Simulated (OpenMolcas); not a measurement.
## OpenMolcas run: Ag VIII

Input:

```
&GATEWAY
Coord
1

Ag 0.0 0.0 0.0
Basis=ANO-R1
Group=XYZ
NoMove
AngMom=0.0 0.0 0.0
AMFI
&SEWARD
&RASSCF
FileOrb=start.orb
Symmetry=1
Spin=5
nActEl=4 0 0
Inactive=9 9
Ras2=5 0
CIRoot=5 5 1
SDav=5
CIMx=300
Iter=120 100
PrWF=0.3
OrbListing=Nothing
MaxOrb=0
Atom
>>> COPY $Project.JobIph JOB001
&RASSCF
FileOrb=start.orb
Symmetry=1
Spin=3
nActEl=4 0 0
Inactive=9 9
Ras2=5 0
CIRoot=45 45 1
SDav=45
CIMx=300
Iter=120 100
PrWF=0.3
OrbListing=Nothing
MaxOrb=0
Atom
>>> COPY $Project.JobIph JOB002
&RASSCF
FileOrb=start.orb
Symmetry=1
Spin=1
nActEl=4 0 0
Inactive=9 9
Ras2=5 0
CIRoot=50 50 1
SDav=50
CIMx=300
Iter=120 100
PrWF=0.3
OrbListing=Nothing
MaxOrb=0
Atom
>>> COPY $Project.JobIph JOB003
&RASSI
NrOfJobIphs=3 5 45 50
1 2 3 4 5
1 2 3 4 5 6 7 8 9 10 11 12 13 14 15 16 17 18 19 20 21 22 23 24 25 26 27
28 29 30 31 32 33 34 35 36 37 38 39 40 41 42 43 44 45
1 2 3 4 5 6 7 8 9 10 11 12 13 14 15 16 17 18 19 20 21 22 23 24 25 26 27
28 29 30 31 32 33 34 35 36 37 38 39 40 41 42 43 44 45 46 47 48 49 50
IphNames
JOB001
JOB002
JOB003
EJob
SpinOrbit
DIPRint=1.0
SOCoupling=1000.0
Subsets=2
MEES
Property=10
'ANGMOM' 1 'ANGMOM' 2 'ANGMOM' 3 'MLTPL  1' 1 'MLTPL  1' 2 'MLTPL  1' 3
'AMFI' 1 'AMFI' 2 'AMFI' 3 'MLTPL  2' 6
SOProperty=3
'ANGMOM' 1 'ANGMOM' 2 'ANGMOM' 3
```

A driver script runs the steps one by one and writes start.orb anew before each from the orbitals found so far.

Output, cut to the results:

```
--- SEWARD ---
Basis set label: AG.ANO-R...6S4P3D1F.

      Electronic valence basis set:
      ------------------
      Associated Effective Charge  47.000000 au
      Associated Actual Charge     47.000000 au
      Nuclear Model: Finite nucleus - Gaussian distribution
        Gaussian exponent, Xi/bohr**(-2):  2.03890E+08

      Shell  nPrim  nBasis  Cartesian Spherical Contaminant
         s      23       6        X
         p      16       4        X
         d      12       3                 X
         f       6       1                 X
                  Relativistic X2C integrals
                  Atomic mean-field integrals
--- RASSCF ---
Wave function specifications:
      -----------------------------

      Number of closed shell electrons          36
      Number of electrons in active shells       4
      Max number of holes in RAS1 space          0
      Max nr of electrons in RAS3 space          0
      Number of inactive orbitals               18
      Number of active orbitals                  5
      Number of secondary orbitals              17
      Spin quantum number                      2.0
      State symmetry                             1
Orbital specifications:
      -----------------------

      Symmetry species                           1   2
                                                ag  au
      Frozen orbitals                            0   0
      Inactive orbitals                          9   9
      Active orbitals                            5   0
      RAS1 orbitals                              0   0
      RAS2 orbitals                              5   0
      RAS3 orbitals                              0   0
      Secondary orbitals                         7  10
      Deleted orbitals                           0   0
      Number of basis functions                 21  19
      Number of CSFs                             5
      Number of root(s) required                 5
      Iter CI   SX   CI       RASSCF       Energy    max ROT     max BLB   max BLB  Level Ln srch  Step   QN
          iter iter root      energy       change     param      element    value   shift minimum  type update
 Nr of preliminary CI iterations:   1
      Total energies have been shifted. Add                -5000.00 au
        1   1    7    0  -298.19155222    0.00E+00   2.57E-01*  11  18 1  7.02E-01*  0.00   0.00    SX    NO
        2   1    6    0  -299.39677268   -1.21E+00*  4.34E-02   12  19 1  8.91E-02*  0.00   0.00    SX    NO
        3   1    5    0  -299.41766333   -2.09E-02*  4.45E-03    9  16 1  1.63E-02*  0.00   0.00    SX    NO
        4   1    5    0  -299.41788439   -2.21E-04*  6.75E-04   14  21 1  1.36E-03*  0.00   0.00    SX    NO
        5   1    4    0  -299.41788925   -4.86E-06*  8.72E-05    9  16 1  2.62E-04*  0.00   0.87    QN   YES
        6   1    3    0  -299.41788936   -1.11E-07* -4.16E-07    9  16 1  5.27E-06   0.00   1.00    QN   YES
        7   1    2    0  -299.41788936   -2.73E-12   3.30E-08    9  16 1  3.86E-07   0.00   2.50    QN   YES
      Convergence after  7 iterations
        8   1    2    0  -299.41788936   -5.46E-12   3.30E-08    9  15 1 -2.57E-08   0.00   2.50    QN   YES
      Natural orbitals and occupation numbers for root  1
      sym 1:   1.000000  -0.000000   1.000000   1.000000   1.000000
      Natural orbitals and occupation numbers for root  2
      sym 1:   1.000000   1.000000   1.000000   0.000000   1.000000
      Natural orbitals and occupation numbers for root  3
      sym 1:   0.000000   1.000000   1.000000   1.000000   1.000000
::    RASSCF root number  1 Total energy:  -5299.41788936
::    RASSCF root number  2 Total energy:  -5299.41788936
::    RASSCF root number  3 Total energy:  -5299.41788936
::    RASSCF root number  4 Total energy:  -5299.41788936
::    RASSCF root number  5 Total energy:  -5299.41788936
--- RASSCF ---
Wave function specifications:
      -----------------------------

      Number of closed shell electrons          36
      Number of electrons in active shells       4
      Max number of holes in RAS1 space          0
      Max nr of electrons in RAS3 space          0
      Number of inactive orbitals               18
      Number of active orbitals                  5
      Number of secondary orbitals              17
      Spin quantum number                      1.0
      State symmetry                             1
Orbital specifications:
      -----------------------

...
--- RASSI ---
SPIN-FREE ENERGIES:
  (Shifted by EMIN (a.u.) =      -5299.4178893615)

 SF State       Relative EMIN(au)   Rel lowest level(eV)    D:o, cm**(-1)      L_eff

     1             0.0000000000        0.0000000000              0.0000         2.0
     2             0.0000000000        0.0000000000              0.0000         2.0
     3             0.0000000000        0.0000000000              0.0000         2.0
     4             0.0000000000        0.0000000000              0.0000         2.0
     5             0.0000000000        0.0000000000              0.0000         2.0
     6             0.1138737336        3.0986621488          24992.3957         5.0
     7             0.1138737336        3.0986621488          24992.3957         5.0
     8             0.1138737336        3.0986621488          24992.3957         5.0
     9             0.1138737336        3.0986621488          24992.3957         5.0
    10             0.1138737336        3.0986621488          24992.3957         5.0
    11             0.1138737336        3.0986621488          24992.3957         5.0
    12             0.1138737336        3.0986621488          24992.3957         5.0
    13             0.1138737336        3.0986621488          24992.3957         5.0
    14             0.1138737336        3.0986621488          24992.3957         5.0
    15             0.1138737336        3.0986621488          24992.3957         5.0
    16             0.1138737336        3.0986621488          24992.3957         5.0
    17             0.1285522450        3.4980847912          28213.9566         1.0
    18             0.1285522450        3.4980847912          28213.9566         1.0
    19             0.1285522450        3.4980847912          28213.9566         1.0
    20             0.1308923273        3.5617616748          28727.5453         3.0
    21             0.1308923273        3.5617616748          28727.5453         3.0
...
```

Levels above the lowest, from the spin-orbit matrix, grouped by J:

```json
{"Configuration": "4d⁴", "Term": "⁵D", "J": "0", "E (eV)": "0.0000", "Measured (eV)": "0.0000", "g": "", "Term weight %": "94", "Second": "6 ³P(1)"}
{"Configuration": "4d⁴", "Term": "⁵D", "J": "1", "E (eV)": "0.1523", "Measured (eV)": "0.1661", "g": "1.500", "Term weight %": "97", "Second": "3 ³P(1)"}
{"Configuration": "4d⁴", "Term": "⁵D", "J": "2", "E (eV)": "0.3814", "Measured (eV)": "0.3982", "g": "1.498", "Term weight %": "98", "Second": ""}
{"Configuration": "4d⁴", "Term": "⁵D", "J": "3", "E (eV)": "0.6456", "Measured (eV)": "0.6561", "g": "1.495", "Term weight %": "98", "Second": ""}
{"Configuration": "4d⁴", "Term": "⁵D", "J": "4", "E (eV)": "0.9265", "Measured (eV)": "0.9228", "g": "1.492", "Term weight %": "96", "Second": "4 ³F(1)"}
{"Configuration": "4d⁴", "Term": "³P(1)", "J": "0", "E (eV)": "3.1439", "Measured (eV)": "2.6420", "g": "", "Term weight %": "87", "Second": "7 ¹S(1)"}
{"Configuration": "4d⁴", "Term": "³H", "J": "4", "E (eV)": "3.3004", "Measured (eV)": "2.8891", "g": "0.869", "Term weight %": "76", "Second": "11 ³G"}
{"Configuration": "4d⁴", "Term": "³H", "J": "5", "E (eV)": "3.6374", "Measured (eV)": "3.2546", "g": "1.052", "Term weight %": "89", "Second": "11 ³G"}
{"Configuration": "4d⁴", "Term": "³P(1)", "J": "1", "E (eV)": "3.7880", "Measured (eV)": "3.2888", "g": "1.474", "Term weight %": "94", "Second": "3 ⁵D"}
{"Configuration": "4d⁴", "Term": "³H", "J": "6", "E (eV)": "3.8695", "Measured (eV)": "3.4945", "g": "1.155", "Term weight %": "93", "Second": "7 ¹I"}
{"Configuration": "4d⁴", "Term": "³G", "J": "3", "E (eV)": "3.8869", "Measured (eV)": "", "g": "0.919", "Term weight %": "50", "Second": "48 ³F(1)"}
{"Configuration": "4d⁴", "Term": "³F(1)", "J": "2", "E (eV)": "4.0135", "Measured (eV)": "3.4779", "g": "0.690", "Term weight %": "94", "Second": "4 ¹D(1)"}
{"Configuration": "4d⁴", "Term": "³F(1)", "J": "4", "E (eV)": "4.1539", "Measured (eV)": "", "g": "1.129", "Term weight %": "57", "Second": "22 ³G"}
{"Configuration": "4d⁴", "Term": "³P(1)", "J": "2", "E (eV)": "4.5751", "Measured (eV)": "3.9841", "g": "1.457", "Term weight %": "87", "Second": "12 ³D"}
{"Configuration": "4d⁴", "Term": "³F(1)", "J": "3", "E (eV)": "4.6480", "Measured (eV)": "", "g": "0.926", "Term weight %": "51", "Second": "48 ³G"}
{"Configuration": "4d⁴", "Term": "³G", "J": "4", "E (eV)": "4.6702", "Measured (eV)": "4.0540", "g": "1.086", "Term weight %": "61", "Second": "21 ³F(1)"}
{"Configuration": "4d⁴", "Term": "³G", "J": "5", "E (eV)": "4.9118", "Measured (eV)": "4.3490", "g": "1.182", "Term weight %": "89", "Second": "11 ³H"}
{"Configuration": "4d⁴", "Term": "¹I", "J": "6", "E (eV)": "5.4743", "Measured (eV)": "4.9276", "g": "1.012", "Term weight %": "93", "Second": "7 ³H"}
{"Configuration": "4d⁴", "Term": "³D", "J": "3", "E (eV)": "5.4809", "Measured (eV)": "4.5724", "g": "1.318", "Term weight %": "94", "Second": "3 ¹F"}
{"Configuration": "4d⁴", "Term": "³D", "J": "2", "E (eV)": "5.5925", "Measured (eV)": "4.7612", "g": "1.167", "Term weight %": "74", "Second": "11 ¹D(1)"}
{"Configuration": "4d⁴", "Term": "³D", "J": "1", "E (eV)": "5.7493", "Measured (eV)": "4.8591", "g": "0.530", "Term weight %": "97", "Second": "2 ³P(1)"}
{"Configuration": "4d⁴", "Term": "¹G(1)", "J": "4", "E (eV)": "6.0662", "Measured (eV)": "5.3442", "g": "1.027", "Term weight %": "76", "Second": "13 ³F(1)"}
{"Configuration": "4d⁴", "Term": "¹S(1)", "J": "0", "E (eV)": "6.6549", "Measured (eV)": "", "g": "", "Term weight %": "91", "Second": "7 ³P(1)"}
{"Configuration": "4d⁴", "Term": "¹D(1)", "J": "2", "E (eV)": "6.9429", "Measured (eV)": "", "g": "1.027", "Term weight %": "79", "Second": "10 ³D"}
```

Against the 18 measured excited levels shown (Atoms 5, 11 (2017), spectra Ag VII to Ag IX) the mean absolute deviation is 3800 cm-1; the largest miss in energy is 4d⁴ ³D₃: computed 5.4809, measured 4.5724 eV (+19.9 %).

Without dynamic correlation excited terms often stand tens of per cent too high (terms of higher spin than the ground term too low), and those without a measured partner can miss by more than the paired ones. Some levels mix across a computed gap that differs much from the measured one, so their mixing is not that of the real levels. The basis is small and was not contracted for so high a charge. Measured partners are found by configuration, term and J. A level has none where our copy of the source lacks it or the pairing is in doubt (some pairs that miss far off the trend of their configuration count as doubtful), and it then counts in no deviation. Only configurations of the active space appear. The table shows the lowest 24 of 34 levels.

The term weight is that of the spin-free term in the level, not the purity of its configuration. A number in round brackets counts repeated terms of one configuration in the order of the reference energies.
